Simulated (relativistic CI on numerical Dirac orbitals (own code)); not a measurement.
Radial Dirac CI calculation of Ir III: levels, rates and radial parameters.

Command:

```sh
python run_levels.py task.json out
```

Input:

```
atom Ir  Z=77  charge=2  electrons=75
nucleus A=193  rms_radius_fm=5.4032
hamiltonian dirac-coulomb  breit=on  qed=on  c_scale=1
orbitals kli  potential=per-configuration
slater_scale 0.85
correlation p86
mixing on
configurations
  [Xe] 4f14 5d7
  [Xe] 4f14 5d6 6s
  [Xe] 4f14 5d5 6s2
  [Xe] 4f14 5d6 6p
  [Xe] 4f14 5d6 5f
  [Xe] 4f14 5d5 6s 6p
  [Xe] 4f14 5d6 7s
  [Xe] 4f14 5d6 6d
  [Xe] 4f14 5d6 7p
  [Xe] 4f14 5d5 5f2
  [Xe] 4f14 5d6 8s
  [Xe] 4f14 5d6 7d
  [Xe] 4f14 5d6 8p
  [Xe] 4f14 5d6 6f
  [Xe] 4f14 5d6 5g
  [Xe] 4f14 5d5 6s 7s
  [Xe] 4f14 5d6 8d
  [Xe] 4f14 5d5 6p2
  [Xe] 4f14 5d6 7f
  [Xe] 4f14 5d5 5f 6s
end
```

Hardware: one thread of Neoverse-V1, on a shared host. Rates were computed among at most 60 levels.

**Question.** How large is the problem, and how long does it take?

**Answer.** 7263 determinants at the lowest M give 7263 levels; 212 SCF iterations in all; about 8.9 s of CPU and 0.33 GiB at the peak.
